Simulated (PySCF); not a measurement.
C2H5O2, SMILES C([CH]O)O, multiplicity 2. The structure is a stationary point at ωB97X-D3(BJ)/def2-SVP. The isomer is the one that the SMILES or the coordinates give; other isomers of the formula were not compared. Other conformers were not sampled.

Computed equilibrium geometry at ωB97X-D3(BJ)/def2-SVP (PySCF confirms it by a frequency run) as a Z-matrix (one conformer of several):
```
C
O 1 1.3687
H 2 0.9634 1 109.78
H 1 1.0983 2 117.70 3 -33.42
C 1 1.4928 4 121.27 2 145.88
H 5 1.1020 1 109.32 4 40.44
O 5 1.4099 6 108.16 1 -122.55
H 7 0.9655 5 106.29 6 165.15
H 5 1.1160 6 106.66 7 -118.82
```
Charge 0, spin multiplicity 2.
